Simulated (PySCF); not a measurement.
Which level of theory gave which numbers?

F₂H₅NSi₂.
Bonds: N1–Si2, Si2–Si3, Si3–F4, Si3–F5. Hydrogens: H6, H7 on N1; H8, H9 on Si2; H10 on Si3.

The closed-shell ground state was solved 7 times with PySCF (density fitting, gas phase), always in the pcSseg-2 basis (264 functions), with these functionals: B97-2, BHandHLYP, BLYP, CAM-B3LYP, HF, mPW1PW91 and wB97X-D. One conformer (not necessarily the lowest) at the PBE0-D3(BJ)/def2-SVP geometry, without solvent, vibrations or thermal averaging.

| row | total energy (Eh) | HOMO (eV) | LUMO (eV) | dipole (D) |
| --- | --- | --- | --- | --- |
| P | -836.6726 | -7.45 | -0.81 | 3.42 |
| Q | -836.6273 | -8.99 | -0.06 | 3.57 |
| R | -836.6838 | -9.10 | 0.09 | 3.50 |
| S | -836.6984 | -6.24 | -1.53 | 3.34 |
| T | -836.6878 | -7.74 | -0.83 | 3.45 |
| U | -834.3993 | -10.95 | 1.94 | 3.65 |
| V | -836.6497 | -9.58 | 0.93 | 3.47 |

Question: Which functional belongs to which row?

Answer: P = B97-2, Q = BHandHLYP, R = CAM-B3LYP, S = BLYP, T = mPW1PW91, U = HF, V = wB97X-D. By rising HOMO–LUMO gap: BLYP (GGA) 4.71 eV; B97-2 (global hybrid, 21 % exact exchange) 6.64 eV; mPW1PW91 (global hybrid, 25 % exact exchange) 6.91 eV; BHandHLYP (global hybrid, 50 % exact exchange) 8.93 eV; CAM-B3LYP (range-separated hybrid) 9.19 eV; wB97X-D (range-separated hybrid) 10.51 eV; HF (all exact exchange) 12.89 eV. Total energies of different functionals aren't bounds to one another; each is stationary for its own functional.

Conformer computed: `[NH2:1][SiH2:2][SiH:3]([F:4])[F:5]`: N1–Si2–Si3–F4 -168°, H–N1–Si2–Si3 60°, H–N1–Si2–Si3 -159°.

Note: wB97X-D ran without an empirical dispersion term, which enters the total energy and its gradient alone.
